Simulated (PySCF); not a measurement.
C2H8FNSi2. Atoms are numbered in the order given.

```xyz
14

C      2.9392     1.1321    -0.5034
C      2.2588     0.0038    -0.2593
Si     0.5791    -0.3878    -0.9929
Si    -1.1046    -0.4122     0.6405
N     -2.6319    -0.4800    -0.1443
F     -0.8938     0.9396     1.5520
H      2.5574     1.9028    -1.1824
H      3.9083     1.3396    -0.0357
H      2.6996    -0.7243     0.4354
H      0.2375     0.6538    -2.0111
H      0.5962    -1.7225    -1.6680
H     -1.0472    -1.5506     1.5978
H     -2.8361     0.1096    -0.9453
H     -3.4799    -0.7192     0.3615
```
Charge 0, spin multiplicity 1.

Geometry optimised at B3LYP-D3(BJ)/def2-SVP. The structure was generated by enumeration; whether it is a known compound was not checked. The values are those of a single conformer.

These are SMD-M06-2X/def2-SVP (PySCF) values and carry that method's errors.

Solvation free energies are E(SMD) − E(gas) at the gas-phase geometry, for 1 M in both phases. In vacuum the dipole moment is 1.29 D.

Computed solvation free energies in water, chlorobenzene, toluene:
| solvent | ΔG(solv) (kcal/mol) | its non-electrostatic (CDS) part | dipole (D) |
|---|---|---|---|
| water | -0.5 | 6.1 | 1.63 |
| chlorobenzene | -3.8 | 1.1 | 1.54 |
| toluene | -2.3 | 0.7 | 1.44 |
